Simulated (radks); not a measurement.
Results of a calculation; reference values are marked as such.
Excited configurations of Gd: one electron is placed in a higher orbital outside [Xe] 4f7 5d1 6s1. The ground configuration is [Xe] 4f7 5d1 6s2. Level of theory: Dirac Kohn-Sham, BLYP, spin-unpolarised, spherical densities, finite nucleus; open shells are shared between the two j in proportion to 2j + 1; Fermi nuclear charge, rms radius 5.1569 fm (a radial shooting solver on a logarithmic mesh with Libxc functionals). Excitation = E - E(ground); binding = E(ion) - E, where the ion is the core of charge +1; n* = 1/sqrt(2 binding) in atomic units, and the quantum defect is n - n*. Eigenvalue and <r> are those of j = l + 1/2.

\begin{tabular}{lrrrrrr}
outer orbital & excitation (eV) & binding (eV) & n* & quantum defect & eigenvalue (eV) & <r> (bohr) \\ \hline
6p & 2.886 & 3.685 & 1.922 & 4.078 & -1.668 & 5.577 \\
6d & 5.152 & 1.419 & 3.097 & 2.903 & -0.565 & 11.40 \\
7s & 4.469 & 2.102 & 2.544 & 4.456 & -1.154 & 9.914 \\
7p & 4.998 & 1.572 & 2.942 & 4.058 & -0.844 & 12.68 \\
7f & 6.055 & 0.516 & 5.134 & 1.866 & -0.299 & 40.79 \\
\end{tabular}

The Delta-SCF ionisation energy is 6.571 eV (NIST Atomic Spectra Database: 6.150 eV, measured). Self-interaction in the functional shifts the binding energies and quantum defects, so they are the method's values and not measured ones. Spin polarisation and multiplet splitting are left out, so open shells lie too high by an amount that depends on their filling. Sharing an open shell by 2j + 1 raises it above the true ground level by a part of the spin-orbit splitting, which enters the differences from NIST.

Beside tabulated values, note that spin-unpolarised runs miss the spin-polarisation part of the exchange energy of open shells.
